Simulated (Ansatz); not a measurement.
`C[SiH2][CH2][GeH3]`, relaxed with RKS PBE-D4/def2-SVP in Ansatz from a rough embedded geometry. The force threshold is 0.03 eV/Å; the program also tests the step.

Total charge 0; spin multiplicity 1.

Start:

```xyz
14

C    -1.381   -1.035    0.803
Si   -0.276   -1.049   -0.642
C     1.206   -0.017   -0.241
Ge    0.801    1.829   -0.048
H    -1.801   -0.042    1.035
H    -2.290   -1.759    0.605
H    -0.864   -1.453    1.708
H    -0.930   -0.519   -1.812
H     0.150   -2.447   -0.978
H     1.958   -0.107   -1.120
H     1.697   -0.386    0.655
H     0.015    2.323   -1.340
H     1.952    2.679    0.207
H    -0.239    1.984    1.168
```

```json
{"step": "1", "energy (eV)": "-66605.6013", "largest force (eV/Å)": "2.701", "largest move (Å)": "0.000"}
{"step": "2", "energy (eV)": "-66605.9823", "largest force (eV/Å)": "0.822", "largest move (Å)": "0.130"}
{"step": "3", "energy (eV)": "-66605.9934", "largest force (eV/Å)": "0.636", "largest move (Å)": "0.089"}
{"step": "4", "energy (eV)": "-66606.0312", "largest force (eV/Å)": "0.073", "largest move (Å)": "0.067"}
{"step": "5", "energy (eV)": "-66606.0326", "largest force (eV/Å)": "0.020", "largest move (Å)": "0.012"}
```

End:

```xyz
14

C    -1.473   -1.146    0.828
Si   -0.276   -1.102   -0.634
C     1.222    0.005   -0.284
Ge    0.793    1.917   -0.050
H    -1.874   -0.137    1.055
H    -2.331   -1.815    0.612
H    -0.967   -1.525    1.740
H    -0.986   -0.584   -1.860
H     0.190   -2.506   -0.938
H     1.939   -0.074   -1.129
H     1.750   -0.352    0.625
H     0.087    2.453   -1.324
H     2.083    2.747    0.195
H    -0.156    2.119    1.163
```

It took 20 s on 2 threads of an AMD EPYC 7R13 on a shared host, with 0.24 GiB of host memory at the peak.
